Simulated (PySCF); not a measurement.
**Correlation energy of Ga¹⁹⁺ (gallium, charge +19)**

Starting occupation: [Ne] 3s2. Computed with PySCF 2.14 in an uncontracted even-tempered set (18 s from 0.67 bohr⁻², ratio 2.6; 13 p from 0.87 bohr⁻², ratio 2.6; 7 d from 0.89 bohr⁻², ratio 2.8; 4 f from 14 bohr⁻², ratio 2.8), with X2C-1e with screened-nucleus spin-orbit coupling, Gaussian nucleus. Frozen: 1s2; 10 electrons correlated; the 48 highest virtual spinors left out.

MP2 pair energies summed by pair of shells (mhartree):

```
       pair  energy  share (%)
2p1/2-2p3/2  -95.46       23.0
2p3/2-2p3/2  -91.60       22.0
3s1/2-3s1/2  -77.83       18.7
2p3/2-2s1/2  -39.65        9.5
2p3/2-3s1/2  -34.33        8.3
2p1/2-2p1/2  -22.14        5.3
2p1/2-2s1/2  -19.98        4.8
2p1/2-3s1/2  -16.67        4.0
2s1/2-2s1/2  -10.39        2.5
2s1/2-3s1/2   -7.78        1.9
```

Total MP2 correlation energy: -415.83 mhartree.

The virtual space was cut to 56 spinors, which keep -360.22 of the -415.83 mhartree of MP2 correlation.

```tsv
level	correlation energy (mhartree)
CCSD	-386.18
```

Diagnostics: T1 = 0.00053, largest double amplitude 0.090.

Is a single reference adequate?

Mostly. T1 lies below 0.03, but a double amplitude of this size points to a near-degeneracy that CCSD handles and MP2 describes poorly.

The coupled-cluster values are those of the cut space; adding the MP2 remainder, -55.61 mhartree, estimates the full space.

At this charge the one-electron X2C treatment keeps the bare 1/r₁₂, with no two-electron picture change or Breit term. The effect here is smaller than on the frozen 1s shell.
